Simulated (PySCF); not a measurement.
# Computed properties of C3H9FOSi, SMILES O([Si@@H](C)CF)C

C₃H₉FOSi, SMILES [Si@H](C)(CF)OC. Geometry: r2SCAN-D4/def2-SVP. The structure was generated by enumeration; whether it is a known compound was not checked. The values are those of a single conformer. All values are computed for the isolated molecule unless a solvent is named; none is compared with measurement here.

**Structure.** All 39 harmonic modes at r2SCAN-D4/def2-SVP (PySCF) are real, so it is a minimum. With heavy atoms numbered as in [CH3:1][O:2][Si@@H:3]([CH3:4])[CH2:5][F:6], the shortest bond between them is C5–F6 at 1.401 Å and the longest Si3–C5 at 1.901 Å.

**Vibrations.** The strongest infrared lines (harmonic, unscaled, degenerate partners summed) lie at 879 cm⁻¹ (195 km/mol, H 70 %, Si 17 %, C 10 %), 1148 cm⁻¹ (188 km/mol, O 41 %, C 34 %, H 24 %), 897 cm⁻¹ (138 km/mol, H 73 %, Si 15 %, C 10 %). The softest mode is at 52 cm⁻¹ and the zero-point energy is 73.6 kcal/mol.

**Electronic structure.** PBE0/def2-TZVP (PySCF) places the frontier levels at -7.82 and 0.61 eV, a gap of 8.43 eV, and gives a dipole moment of 2.08 D and a mean polarisability of 65.2 bohr³. PBE/def2-TZVP (PySCF) at the same geometry gives -6.32 and -0.37 eV, so its gap is 2.48 eV narrower. An orbital gap is neither the optical nor the fundamental gap.

**Excitations.** TDA-M06-2X/def2-SVPD (PySCF) has S1 at 7.18 eV (173 nm, f = 0.004, weak); the most intense of the 6 singlets computed lies at 8.46 eV (f = 0.04). T1 (TDA) is at 6.78 eV, 0.40 eV under S1. TDA-PBE/def2-SVPD (PySCF) puts S1 at 6.07 eV. No vertical singlet excitation falls in the visible range (under 3.1 eV).

**NMR.** GIAO shifts at HF/pcSseg-1 (PySCF) (non-relativistic, atoms alike by connectivity averaged): ¹³C from -3.8 to 70.6 ppm against TMS; ¹H from 0.7 to 4.7 ppm against TMS; ²⁹Si at -5.8 ppm against TMS; ¹⁹F at -270.1 ppm against CFCl3.

**Solvation.** SMD-M06-2X/def2-SVP (PySCF) gives -0.9 kcal/mol in water, -3.4 kcal/mol in chlorobenzene, -4.3 kcal/mol in ethanol (1 M in both phases, gas-phase geometry); of these solvents ethanol holds the molecule best.
